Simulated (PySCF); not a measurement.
# Peak assignment

Structure with atom numbers: `[CH3:1][O:2][SiH2:3][c:4]1[cH:5][cH:6][c:7]([SiH2:8][NH2:9])[o:10]1`. Hydrogens are named by the atom that carries them.

All values are calculated (PySCF): PBE0/pcSseg-1 with gauge-including orbitals, coordinates at the GFN2-xTB level. Relativity neglected, in vacuum, one averaged value for each set of equivalent atoms, a single conformation.

References, each an isolated molecule treated in the same way: 13C and 1H vs TMS.

Problem. Assign these signals to the numbered atoms. 13C{1H} NMR (computed): δ 165.1 (C), 162.8 (C), 127.9 (CH), 127.5 (CH), 54.6 (CH3).

Solution. 
165.1 → C4, substituted aromatic carbon next to the ring oxygen
162.8 → C7, substituted aromatic carbon next to the ring oxygen
127.9 → C6, aromatic CH: the aromatic region
127.5 → C5, aromatic CH
54.6 → C1, methyl carbon bonded to O: the inductive effect lowers its shielding

C6 and C5 lie closer than the usual error of such a calculation, so a measured spectrum could show them in the other order.

Problem. Assign these signals to the numbered atoms. 1H NMR (400 MHz, computed): δ 7.33 (m, 1H), 7.23 (m, 1H), 5.38 (s, 2H), 5.36 (s, 2H), 4.05 (s, 3H), 0.16 (br s, 2H).

Solution. 
| δ (ppm) | atoms | environment | reason |
| --- | --- | --- | --- |
| 7.33 | H(C6) | hydrogen on an aromatic CH | aromatic region |
| 7.23 | H(C5) | hydrogen on an aromatic CH | – |
| 5.38 | H(Si8) | hydrogen on a silicon bonded to C, N | – |
| 5.36 | H(Si3) | hydrogen on a silicon bonded to C, O | – |
| 4.05 | H(C1) | hydrogen on a methyl carbon bonded to O | its carbon carries O, an electronegative neighbour |
| 0.16 | H(N9) | hydrogen on a nitrogen bonded to Si | exchangeable; this is the value without hydrogen bonding to other molecules |

H(C6) and H(C5); H(Si8) and H(Si3) lie closer than the usual error of such a calculation, so a measured spectrum could show them in the other order.

Exchangeable OH/NH protons stand at their gas-phase positions; hydrogen bonding in a real sample shifts them, mostly to higher δ. Shifts are as computed. Against solution values, carbons near 30 ppm lie about +3 ppm off and those near 130 ppm about +5 ppm. Of 1309 compounds with measured shifts, 239 miss one by over three times the rms of a fit or turn the order of signals round; such compounds aren't used in these exercises. Multiplicities follow the n + 1 count of equivalent neighbours, as no J values were calculated; m marks all less simple cases, F and P coupling included.
